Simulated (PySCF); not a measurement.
A species of formula C4H11B has this rotational fingerprint, computed with PBE0-D3(BJ)/def2-SVP geometry optimisation, gas phase in PySCF 2.14.0:

| Quantity | Value |
| --- | --- |
| Rotational constants | A = 12101, B = 2249, C = 1989 MHz |
| Dipole components | \|μa\| = 0.15 D, \|μb\| = 0.37 D, \|μc\| = 0.08 D |
| Inertial defect | -12.35 u·Å² |
| κ | -0.95 |

Task: Which candidate fits, each taken in the one conformer that was computed?
A. `BC(C)(C)C`
B. `BCC(C)C` (BH2(iBu))
C. `[CH3:1][BH:2][CH2:3][CH2:4][CH3:5]` with C1–B2–C3–C4 1°, B2–C3–C4–C5 180°

Result: C. It is CBCCC, a near-prolate asymmetric top. The candidates at the same level (rigid rotor, commonest isotopes):

```json
{"SMILES": "CBCCC", "A (MHz)": "12101", "B (MHz)": "2249", "C (MHz)": "1989", "μa (D)": "0.15", "μb (D)": "0.37", "μc (D)": "0.08", "Δ (u·Å²)": "-12.35", "point group": "–", "rotor": "near-prolate asymmetric top"}
{"SMILES": "BC(C)(C)C", "A (MHz)": "4811", "B (MHz)": "4653", "C (MHz)": "4222", "μa (D)": "0.33", "μb (D)": "0.00", "μc (D)": "0.61", "Δ (u·Å²)": "-93.96", "point group": "Cs", "rotor": "asymmetric top"}
{"SMILES": "[H]B([H])CC(C)C", "A (MHz)": "6220", "B (MHz)": "3812", "C (MHz)": "3102", "μa (D)": "0.42", "μb (D)": "0.01", "μc (D)": "0.65", "Δ (u·Å²)": "-50.89", "point group": "–", "rotor": "asymmetric top"}
```

`BC(C)(C)C` has C 112 % too high; `[H]B([H])CC(C)C` has B 69 % too high. No structure here is proved a minimum.
